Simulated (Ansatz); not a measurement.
Frontier orbitals of C7H12O2 (`CC(C)(C)C(=O)CC=O`).

Total charge 0; spin multiplicity 1. The structure was optimised at the PBE0-D4/def2-TZVP level. It is one conformer, not always the lowest. Basis def2-TZVPP, Ansatz.

| functional | HOMO (eV) | LUMO (eV) | gap (eV) |
| --- | --- | --- | --- |
| LDA (SPW92) | -5.95 | -2.64 | 3.31 |
| PBE | -5.76 | -2.36 | 3.40 |
| BLYP | -5.69 | -2.24 | 3.45 |
| r2SCAN | -6.05 | -2.16 | 3.89 |
| PBE0 | -7.31 | -1.24 | 6.07 |
| HSE06 (plane-wave form) | -6.90 | -1.63 | 5.27 |
| BHLYP | -8.82 | -0.01 | 8.81 |
| CAM-B3LYP | -8.76 | -0.04 | 8.72 |
| ωB97M-V | -9.67 | 1.02 | 10.69 |

Question: What is the vertical ionisation energy at frozen-core CCSD(T)/CBS(def2)? (An estimate is asked.)

Answer: The calculation gave: 9.72 eV (T1 of the cation 0.032).

A quarter of exact exchange (PBE0) shifts PBE's HOMO by −1.54 eV and its LUMO by +1.12 eV; full exchange at long range (ωB97M-V) shifts them by −3.91 and +3.38 eV. The gap opens from 3.40 to 10.70 eV, since occupied levels lose self-interaction and empty ones feel all the electrons. A positive LUMO is unbound and depends on the basis. −ε(HOMO) differs from that ionisation energy by −3.96 eV with PBE and −0.05 eV with ωB97M-V.
